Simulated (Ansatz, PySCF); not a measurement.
This PySCF input computes a B3LYP/def2-TZVPD energy:

```python
from pyscf import gto, scf, dft

mol = gto.M(
    atom='''
    F     1.34890204    0.41912652   -0.79375472
    C     0.37436218    0.07369748    0.08190089
    F     0.99190072   -0.07109754    1.27919053
    C    -0.88901082    0.92750623    0.06623804
    C    -1.56896671   -0.38367707   -0.36094099
    O    -0.28397136   -1.08163743   -0.30469827
    H    -0.87414125    1.72035656   -0.67576421
    H    -1.16986936    1.31427114    1.04139520
    H    -1.97677581   -0.40610795   -1.37002631
    H    -2.27297553   -0.81284099    0.34987157
    ''',
    basis='def2-tzvpd',
    charge=0,
    spin=0,
    verbose=4,
)

mf = dft.RKS(mol, xc='b3lyp').density_fit(auxbasis='def2-universal-jkfit')
mf.grids.level = 3
mf.conv_tol = 1e-9
mf.max_cycle = 100
mf.max_memory = 1500
mf.kernel()
if not mf.converged:
    mf = mf.newton()
    mf.kernel(mf.make_rdm1())
mf.analyze()
```

Problem. Write an input for the same energy in Ansatz (a first-principles code) and say what it gives.

Solution. 
Ansatz 0.2 input:
```yaml
crystal:
  periodic: [false, false, false]
  atoms:
    - {symbol: F, position_ang: [1.34890204, 0.41912652, -0.79375472]}
    - {symbol: C, position_ang: [0.37436218, 0.07369748, 0.08190089]}
    - {symbol: F, position_ang: [0.99190072, -0.07109754, 1.27919053]}
    - {symbol: C, position_ang: [-0.88901082, 0.92750623, 0.06623804]}
    - {symbol: C, position_ang: [-1.56896671, -0.38367707, -0.36094099]}
    - {symbol: O, position_ang: [-0.28397136, -1.08163743, -0.30469827]}
    - {symbol: H, position_ang: [-0.87414125, 1.72035656, -0.67576421]}
    - {symbol: H, position_ang: [-1.16986936, 1.31427114, 1.04139520]}
    - {symbol: H, position_ang: [-1.97677581, -0.40610795, -1.37002631]}
    - {symbol: H, position_ang: [-2.27297553, -0.81284099, 0.34987157]}
basis:
  gaussian:
    orbitals: def2-TZVPD
hamiltonian:
  xc: {name: B3LYP}
output: {forces: true}
```
It gives -391.78290 Eh, and PySCF -391.78299 Eh, a difference of 0.09 mEh, from the treatment of integrals and grids.
